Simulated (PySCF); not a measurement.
H3O4P, charge +1, doublet, at a GFN2-xTB geometry (a state made from the parent by changing its charge; the spin is typed, not shown lowest); CAMB3LYP/STO-3G (PySCF).

PySCF was given this input:
```python
from pyscf import gto, scf, dft

mol = gto.M(
    atom='''
O     0.558146   -0.027006    1.431865
P     0.036295   -0.004403   -0.027892
O     1.187853   -0.009969   -1.022943
O    -0.888422   -1.232507   -0.228870
O    -0.819452    1.277946   -0.219751
H     1.071066    0.707163    1.787898
H    -0.583272   -2.124719   -0.030598
H    -1.337212    1.415876   -1.021331
''',
    basis='sto-3g',
    charge=1,
    spin=1,
    verbose=4,
)

mf = dft.UKS(mol)
mf.xc = 'camb3lyp'
mf.conv_tol = 1e-4
mf.kernel()
```

Predict the main parts of the log of this PySCF run.


```
PySCF version 2.14.0

[INPUT] verbose = 4
[INPUT] num. atoms = 8
[INPUT] num. electrons = 49
[INPUT] charge = 1
[INPUT] spin (= nelec alpha-beta = 2S) = 1
[INPUT] symmetry False subgroup None
[INPUT] Mole.unit = angstrom
[INPUT] Symbol           X                Y                Z      unit          X                Y                Z       unit  Magmom
[INPUT]  1 O      0.558146000000  -0.027006000000   1.431865000000 AA    1.054743077521  -0.051033943720   2.705832697350 Bohr   0.0
[INPUT]  2 P      0.036295000000  -0.004403000000  -0.027892000000 AA    0.068587609691  -0.008320464126  -0.052708241066 Bohr   0.0
[INPUT]  3 O      1.187853000000  -0.009969000000  -1.022943000000 AA    2.244716846243  -0.018838679736  -1.933082111041 Bohr   0.0
[INPUT]  4 O     -0.888422000000  -1.232507000000  -0.228870000000 AA   -1.678874263038  -2.329100676609  -0.432501618129 Bohr   0.0
[INPUT]  5 O     -0.819452000000   1.277946000000  -0.219751000000 AA   -1.548539852227   2.414967941983  -0.415269205599 Bohr   0.0
[INPUT]  6 H      1.071066000000   0.707163000000   1.787898000000 AA    2.024021401333   1.336344395426   3.378637558658 Bohr   0.0
[INPUT]  7 H     -0.583272000000  -2.124719000000  -0.030598000000 AA   -1.102224336127  -4.015137001660  -0.057821839959 Bohr   0.0
[INPUT]  8 H     -1.337212000000   1.415876000000  -1.021331000000 AA   -2.526964450482   2.675617866345  -1.930035872528 Bohr   0.0

nuclear repulsion = 282.105821369314
number of shells = 20
number of NR pGTOs = 96
number of NR cGTOs = 32
basis = sto-3g
ecp = {}

******** <class 'pyscf.dft.uks.UKS'> ********
method = UKS
initial guess = minao
damping factor = 0
level_shift factor = 0
DIIS = <class 'pyscf.scf.diis.CDIIS'>
diis_start_cycle = 1
diis_space = 8
diis_damp = 0
SCF conv_tol = 0.0001
SCF conv_tol_grad = None
SCF max_cycles = 50
direct_scf = True
direct_scf_tol = 1e-13
number electrons alpha = 25  beta = 24
XC library pyscf.dft.libxc version 7.1.2
    S. Lehtola, C. Steigemann, M. J. T. Oliveira, and M. A. L. Marques,  SoftwareX 7, 1–5 (2018)
XC functionals = camb3lyp
    T. Yanai, D. P. Tew, and N. C. Handy,  Chem. Phys. Lett. 393, 51 (2004)
radial grids:
    Treutler-Ahlrichs [JCP 102, 346 (1995); DOI:10.1063/1.469408] (M4) radial grids

becke partition: Becke, JCP 88, 2547 (1988); DOI:10.1063/1.454033
pruning grids: <function nwchem_prune>
grids dens level: 3
symmetrized grids: False
atomic radii adjust function: <function treutler_atomic_radii_adjust>
small_rho_cutoff = 0
Set gradient conv threshold to 0.01
tot grids = 104936
init E= -637.042788042653

cycle= 1 E= -635.222785013647  delta_E= 1.82  |g|= 0.553  |ddm|= 2.74
cycle= 2 E= -635.395017638849  delta_E= -0.172  |g|=  0.3  |ddm|= 1.39
cycle= 3 E= -635.452115091777  delta_E= -0.0571  |g|= 0.0342  |ddm|= 0.473
cycle= 4 E= -635.453554731782  delta_E= -0.00144  |g|= 0.0174  |ddm|= 0.0937
cycle= 5 E= -635.454159669182  delta_E= -0.000605  |g|= 0.00527  |ddm|= 0.056
cycle= 6 E= -635.454308786757  delta_E= -0.000149  |g|= 0.0016  |ddm|= 0.0387
cycle= 7 E= -635.45432175392  delta_E= -1.3e-05  |g|= 0.000671  |ddm|= 0.0128
Extra cycle  E= -635.454322505524  delta_E= -7.52e-07  |g|= 0.000471  |ddm|= 0.00241
converged SCF energy = -635.454322505524  <S^2> = 0.75265727  2S+1 = 2.0026555
```
